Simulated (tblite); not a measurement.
Compound: CH6OSSi.
Cartesian coordinates in Å at the GFN2-xTB level; atoms count from 1:
```xyz
10
CH6OSSi angstrom
C     -1.776    0.438   -0.064
S     -0.144    0.967   -0.658
Si     1.088   -0.519    0.285
O      2.620   -0.218   -0.128
H     -1.979   -0.571   -0.407
H     -1.800    0.483    1.020
H     -2.504    1.126   -0.481
H      0.946   -0.388    1.728
H      0.704   -1.828   -0.224
H      2.854    0.515   -0.693
```

Method: GFN2-xTB as coded in tblite; computed harmonic values from a numerical Hessian at the method's own geometry, unscaled. The method is semi-empirical: single wavenumbers can be off by several per cent or more. Modes of hydrogen on silicon can be 10 to 20 % off. One conformer, not necessarily the lowest. The optimisation stopped once no atom felt more than 0.01 eV/Å.

Lowest wavenumbers of the output (negative numbers stand for imaginary wavenumbers):
```
mode    cm-1
  1     -62.9
  2      65.4
  3     119.4
  4     152.0
  5     229.5
  6     510.2
  7     518.6
  8     587.7
  9     710.2
 10     735.7
```

Is this structure a minimum?

No. 1 mode is imaginary beyond 20i (63i cm⁻¹), so at this level the point lies at or near a first-order saddle.

Which atoms move in the imaginary mode?

63i: H10 (hydroxyl hydrogen) 83 %. These are shares of the mass-weighted motion.

What is the remedy?

Step along that mode in both directions, optimise again with tighter thresholds and repeat the frequencies. The zero-point energy of this point (42.5 kcal/mol) counts the 23 real modes alone, and thermal corrections from it aren't those of a minimum.
